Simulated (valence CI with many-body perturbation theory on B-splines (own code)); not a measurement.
## Bi XI: calculated level list

Level of theory: relativistic CI+MBPT: five valence electrons over a frozen Dirac-Fock core [Xe] 4f14, a basis of 7 s, 7 p, 8 d, 6 f, 4 g, 1 h functions for each j, with the one-electron correlation potential Σ1 (screened to all orders), the two-electron term Σ2, the three-electron term Σ3, Breit, model QED; selected single and double excitations, second order for the rest, scaled by the run's own slope (own B-spline code, finite nucleus).

No measured spectrum was set against this ion. As an estimate, terms of the open shell hold to 2 to 4 % of their energy, and close levels can change places. Among the levels kept, up to 880 cm⁻¹ of a level comes from second order outside the variational space, and about a tenth of that is noise between levels of different J, which matters for small intervals. Only levels of the ground parity were solved; by the run's estimate the other parity begins above the list, which can be wrong where configurations are misplaced.

Levels 1 to 45 of 50, with energies above the lowest level, (5d3/2^4 5d5/2) J=5/2. "Leading %" is the weight of the configuration and term that name the level; weights of strongly mixed levels are sums over their largest components and can fall short. In the jj column 3d3/2^4 stands for four electrons in 3d with j = 3/2.

```tsv
No.	Configuration	Term	J	E (cm⁻¹)	Leading %	Second component	g	Leading jj
1	5d⁵	⁶S	5/2	0	50	28 % 5d⁵ ⁴P	1.701	5d3/2^4 5d5/2 (58 %)
2	5d⁵	²F	5/2	21923	25	25 % 5d⁵ ⁶S	1.163	5d3/2^3 5d5/2^2 (48 %)
3	5d⁵	⁴G	7/2	35909	45	20 % 5d⁵ ⁴D	1.141	5d3/2^3 5d5/2^2 (95 %)
4	5d⁵	⁴D	3/2	37333	45	35 % 5d⁵ ⁴P	1.272	5d3/2^3 5d5/2^2 (93 %)
5	5d⁵	⁴G	11/2	38937	53	31 % 5d⁵ ²H	1.160	5d3/2^3 5d5/2^2 (90 %)
6	5d⁵	⁴G	9/2	42237	56	17 % 5d⁵ ⁴F	1.160	5d3/2^3 5d5/2^2 (80 %)
7	5d⁵	⁴D	5/2	42963	37	28 % 5d⁵ ⁴G	1.123	5d3/2^3 5d5/2^2 (64 %)
8	5d⁵	⁴P	1/2	45847	54	28 % 5d⁵ ⁴D	1.770	5d3/2^3 5d5/2^2 (71 %)
9	5d⁵	²F	7/2	52329	26	24 % 5d⁵ ⁴F	1.144	5d3/2^3 5d5/2^2 (77 %)
10	5d⁵	²D	5/2	56583	38	16 % 5d⁵ ⁴P	1.224	5d3/2^2 5d5/2^3 (54 %)
11	5d⁵	⁴D	7/2	62096	43	25 % 5d⁵ ⁴G	1.202	5d3/2^2 5d5/2^3 (82 %)
12	5d⁵	²D	3/2	63906	50	24 % 5d⁵ ⁴F	0.812	5d3/2^3 5d5/2^2 (56 %)
13	5d⁵	²I	11/2	63990	59	35 % 5d⁵ ⁴G	1.056	5d3/2^2 5d5/2^3 (92 %)
14	5d⁵	²G	9/2	66911	44	38 % 5d⁵ ⁴G	1.150	5d3/2^2 5d5/2^3 (80 %)
15	5d⁵	⁴D	1/2	67024	69	20 % 5d⁵ ⁴P	0.729	5d3/2^2 5d5/2^3 (90 %)
16	5d⁵	⁴P	3/2	70372	51	34 % 5d⁵ ⁴F	1.188	5d3/2^2 5d5/2^3 (90 %)
17	5d⁵	²I	13/2	70954	99		1.076	5d3/2^2 5d5/2^3 (99 %)
18	5d⁵	²F	5/2	73016	40	20 % 5d⁵ ⁴D	1.010	5d3/2^2 5d5/2^3 (84 %)
19	5d⁵	²H	9/2	80785	51	47 % 5d⁵ ⁴F	1.111	5d3/2^2 5d5/2^3 (98 %)
20	5d⁵	²G	7/2	82561	60	33 % 5d⁵ ²F	0.995	5d3/2^2 5d5/2^3 (97 %)
21	5d⁵	⁴F	5/2	83734	54	21 % 5d⁵ ²F	1.034	5d3/2^2 5d5/2^3 (89 %)
22	5d⁵	²D	3/2	88472	82	12 % 5d⁵ ⁴F	0.803	5d3/2^2 5d5/2^3 (57 %)
23	5d⁵	²F	7/2	91787	49	35 % 5d⁵ ²G	1.066	5d3/2^2 5d5/2^3 (80 %)
24	5d⁵	²S	1/2	92045	56	23 % 5d⁵ ⁴P	1.881	5d3/2^2 5d5/2^3 (55 %)
25	5d⁵	⁴P	5/2	93458	34	30 % 5d⁵ ²F	1.220	5d3/2 5d5/2^4 (79 %)
26	5d⁵	²G	9/2	100140	58	23 % 5d⁵ ²H	1.102	5d3/2^2 5d5/2^3 (72 %)
27	5d⁵	⁴F	7/2	103030	36	31 % 5d⁵ ²F	1.195	5d3/2 5d5/2^4 (94 %)
28	5d⁵	²H	11/2	106710	63	25 % 5d⁵ ²I	1.069	5d3/2 5d5/2^4 (96 %)
29	5d⁵	²D	3/2	108650	57	20 % 5d⁵ ⁴D	0.881	5d3/2 5d5/2^4 (78 %)
30	5d⁵	²D	5/2	115650	66	23 % 5d⁵ ²F	1.131	5d3/2 5d5/2^4 (69 %)
31	5d⁵	²G	9/2	117560	80	8 % 5d⁵ ²H	1.111	5d3/2 5d5/2^4 (69 %)
32	5d⁵	²P	3/2	121760	79	17 % 5d⁵ ²D	1.222	5d3/2^2 5d5/2^3 (85 %)
33	5d⁵	²D	5/2	121760	57	26 % 5d⁵ ²F	1.102	5d3/2^2 5d5/2^3 (45 %)
34	5d⁵	²G	7/2	124580	70	24 % 5d⁵ ²F	0.965	5d3/2 5d5/2^4 (85 %)
35	5d⁵	²P	1/2	137790	75	20 % 5d⁵ ²S	0.954	5d3/2 5d5/2^4 (70 %)
36	5d⁵	²D	5/2	152810	73	11 % 5d⁵ ²F	1.173	5d5/2^5 (58 %)
37	5d⁵	²D	3/2	154590	78	17 % 5d⁵ ²P	0.883	5d3/2 5d5/2^4 (85 %)
38	5d⁴6s	⁶D	1/2	317570	43	39 % 5d⁴6s ⁴P	2.668	5d3/2^4 6s (82 %)
39	5d⁴6s	⁶D	3/2	335000	72	21 % 5d⁴6s ⁴P	1.798	5d3/2^3 5d5/2 6s (86 %)
40	5d⁴6s	⁶D	5/2	345680	76	7 % 5d⁴6s ⁴D	1.571	5d3/2^3 5d5/2 6s (54 %)
41	5d⁴6s	⁴D	1/2	346660	44	30 % 5d⁴6s ²P	0.988	5d3/2^3 5d5/2 6s (80 %)
42	5d⁴6s	⁶D	7/2	351410	57	19 % 5d⁴6s ⁴F	1.418	5d3/2^3 5d5/2 6s (60 %)
43	5d⁴6s	⁶D	9/2	352990	34	33 % 5d⁴6s ⁴F	1.324	5d3/2^3 5d5/2 6s (78 %)
44	5d⁴6s	⁴D	3/2	359320	57	15 % 5d⁴6s ⁴F	1.097	5d3/2^3 5d5/2 6s (77 %)
45	5d⁴6s	⁴H	7/2	360200	35	16 % 5d⁴6s ²G	0.969	5d3/2^3 5d5/2 6s (86 %)
```

The ionisation energy to 5d⁴ ³P0 of the next ion comes out as 183.95 eV (NIST: 183 ± 2.4 eV (theoretical)). All 50 levels together are meant to be complete up to 379140 cm⁻¹.
